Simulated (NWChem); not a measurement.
The numbers come from NWChem runs, not from measurements. System: bifluoride (HF$_{2}$ (-1)), charge -1, spin multiplicity 1, at a geometry optimised with PBE/def2-SVP. Level: B2PLYP/def2-TZVPD, 2 core orbitals frozen.

Job file:

```
start mol
memory heap 200 mb stack 800 mb global 1000 mb
charge -1
geometry units angstroms nocenter noautoz
  F      0.000000     0.000000     1.162433
  H      0.000000     0.000000     0.000000
  F      0.000000     0.000000    -1.162433
  symmetry group D2h
end
basis spherical
  * library def2-tzvpd
end
dft
  xc hfexch 0.53 becke88 0.47 lyp 0.73 mp2 0.27
  dftmp2
  semidirect memsize 60000000 filesize 0
  iterations 100
end
mp2
  freeze core 2
end
task dft energy
```

NWChem printed:

```
             Northwest Computational Chemistry Package (NWChem) 7.3.0
             --------------------------------------------------------

                                NWChem Input Module
                                -------------------

 Scaling coordinates for geometry "geometry" by  1.889725989
 (inverse scale =  0.529177249)

 Turning off AUTOSYM since
 SYMMETRY directive was detected!

                             Geometry "geometry" -> ""
                             -------------------------

 Output coordinates in angstroms (scale by  1.889725989 to convert to a.u.)

  No.       Tag          Charge          X              Y              Z
 ---- ---------------- ---------- -------------- -------------- --------------
    1 F                    9.0000     0.00000000     0.00000000     1.16243300
    2 H                    1.0000     0.00000000     0.00000000     0.00000000
    3 F                    9.0000     0.00000000     0.00000000    -1.16243300

 Effective nuclear repulsion energy (a.u.)      26.6310996561

            Nuclear Dipole moment (a.u.)
            ----------------------------
        X                 Y               Z
 ---------------- ---------------- ----------------
     0.0000000000     0.0000000000     0.0000000000

      Symmetry information
      --------------------

 Group name             D2h
 Group number             26
 Group order               8
 No. of unique centers     2

      Symmetry unique atoms

     1    2


 Summary of "ao basis" -> "" (spherical)
 ------------------------------------------------------------------------------
       Tag                 Description            Shells   Functions and Types
 ---------------- ------------------------------  ------  ---------------------
 *                         def2-tzvpd                 on all atoms

  dft_input: which_mp2 not specified, using semidirect MP2 by default.

                                 NWChem DFT Module
                                 -----------------

 Summary of "ao basis" -> "ao basis" (spherical)
 ------------------------------------------------------------------------------
[...]
         183.349848535344           0.000000000000           0.000000000000
           0.000000000000         183.349848535344           0.000000000000
           0.000000000000           0.000000000000           0.000000000000

     Multipole analysis of the density
     ---------------------------------

     L   x y z        total         alpha         beta         nuclear
     -   - - -        -----         -----         ----         -------
     0   0 0 0     -1.000000    -10.000000    -10.000000     19.000000

     1   1 0 0     -0.000000     -0.000000     -0.000000      0.000000
     1   0 1 0      0.000000      0.000000      0.000000      0.000000
     1   0 0 1     -0.000000     -0.000000     -0.000000      0.000000

     2   2 0 0     -9.670489     -4.835245     -4.835245      0.000000
     2   1 1 0     -0.000000     -0.000000     -0.000000      0.000000
     2   1 0 1      0.000000      0.000000      0.000000      0.000000
     2   0 2 0     -9.670489     -4.835245     -4.835245      0.000000
     2   0 1 1      0.000000      0.000000      0.000000      0.000000
     2   0 0 2    -16.547715    -51.702479    -51.702479     86.857243

                   NWChem MP2 Semi-direct Energy/Gradient Module
                   ---------------------------------------------

  Basis functions       =     89
  Molecular orbitals    =     89
  Frozen core           =      2
  Frozen virtuals       =      0
  Active alpha occupied =      8
  Active beta occupied  =      8
  Active alpha virtual  =     79
  Active beta virtual   =     79
  Use MO symmetry       = T
  Use skeleton AO sym   = T

  AO/Fock/Back tols     =   1.0D-09  1.0D-09  1.0D-09

 GA uses MA = F    GA memory limited = T

 Available:
  local mem=  3.29D+07
 global mem=  1.31D+08
 local disk=  0.00D+00
  mp2_memr nvloc                    79
  nvloc new                    79
   1 passes of   8:        5242880                      47746                   8419729.
   1 passes of   8: M     32854146           G      131056158           F      27611266.

 Semi-direct pass number   1 of   1  for RHF alpha+beta  at        2.1s
  vrange nnbf                  3912
  mp2_eaftype                    32  avail_ma_in_mb                   286
 EAF : mp2_eaftype filesize          32    4209865.
  mp2_eaf for mointskh                     32
Node 0 wrote     19.8 Mb in      0.0 s     Agg I/O rate:  1046.9 Mb/s
 Done moints_semi at        4.2s
  mp2_eaftype                    32  avail_ma_in_mb                   286
 EAF : mp2_eaftype filesize          32    4209865.
  mp2_eaf for kh                    32
 Done maket at        4.4s
 Done multipass loop at        4.4s

          -------------------------------------------
          DFT energy                    -200.174381185876
          Unscaled MP2 energy             -0.667899211617
          Total DFT+MP2 energy          -200.354713973012
          -------------------------------------------

 -----------------------
 Performance information
 -----------------------

 Timer overhead =  2.59D-07 seconds/call

               Nr. of calls         CPU time (s)                 Wall time (s)                GFlops
             ---------------    -------------------     ------------------------------   -------------------
Name         Min   Avg   Max    Min     Avg     Max     Min     Avg     Max   Mx/calls   Min     Max     Sum
mp2: moin     1     1     1    2.1     2.1     2.1      2.1     2.1     2.1     2.1      0.0     0.0     0.0
mp2: make     1     1     1   0.23    0.23    0.23     0.23    0.23    0.23    0.23      0.0     0.0     0.0
mp2: tota     1     1     1    2.4     2.4     2.4      2.4     2.4     2.4     2.4      0.0     0.0     0.0

 The average no. of pstat calls per process was 3.00D+00
 with a timing overhead of 7.78D-07s

 Task  times  cpu:        4.4s     wall:        4.4s

 Total times  cpu:        4.5s     wall:        4.5s
```
